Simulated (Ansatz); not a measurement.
CH6OSiSn can be A, `O=[C]([SiH3])[SnH3]`, or B, `C1[O][SnH2][SiH2]1`.

Isolated molecules relaxed with PBE0-D4/def2-TZVP in Ansatz; ΔE leaves out vibrations. CCSD(T)/CBS is the MP2 limit (def2-TZVPP, def2-QZVPP) plus CCSD(T) − MP2 in def2-TZVPP, frozen cores. Functionals use def2-TZVPP. B3LYP here is the variant with VWN-RPA as its local correlation; programs differ in this. def2 core potentials past Kr. For Sn outer-core shells are correlated without core-valence functions, which leaves a few kJ/mol of doubt a bond.

A:

Z-matrix (Å, degrees):
```
Si
C 1 1.931
H 1 1.487 2 106.3
H 1 1.484 2 112.5 3 -122.2
H 1 1.487 2 106.3 3 115.6
Sn 2 2.249 1 118.8 3 -57.3
O 2 1.201 1 123.4 3 122.7
H 6 1.706 2 108.1 1 119.3
H 6 1.706 2 108.1 1 -121.9
H 6 1.712 2 111.6 1 -1.2
```

B:

Z-matrix (Å, degrees):
```
C
Sn 1 2.781
Si 1 1.920 2 62.5
O 1 1.423 2 44.0 3 -179.3
H 1 1.098 2 126.3 3 -97.2
H 1 1.098 2 125.5 3 97.5
H 2 1.712 1 121.5 3 -107.7
H 2 1.712 1 121.9 3 107.5
H 3 1.489 1 116.6 2 115.0
H 3 1.489 1 116.4 2 -114.8
```

Problem. Which is lower in electronic energy at CCSD(T)/CBS, and by how much? (An estimate is asked.)

Solution. Computed: B, by 23.1 kcal/mol.

Problem. Give E(B) − E(A) in kcal/mol with MP2/def2-TZVPP, B3LYP, B2PLYP, PBE-D4, B3LYP-D4, HF/def2-TZVPP, CCSD/def2-TZVPP. (An estimate is asked.)

Solution. Computed: MP2/def2-TZVPP -22.7, B3LYP -17.4, B2PLYP -19.2, PBE-D4 -20.8, B3LYP-D4 -17.9, HF/def2-TZVPP -15.4, CCSD/def2-TZVPP -19.7. None reverses the order clearly.

Largest T1 diagnostic: 0.016.

From PBE to PBE0 (25 % exact exchange), in def2-TZVPP and without D4, E(B) − E(A) moves by −2.9 kcal/mol. In def2-TZVPP, CCSD(T) changes the Hartree–Fock value by −4.2 kcal/mol (the triples alone add +0.1 kcal/mol) and MP2 by −7.3 kcal/mol.
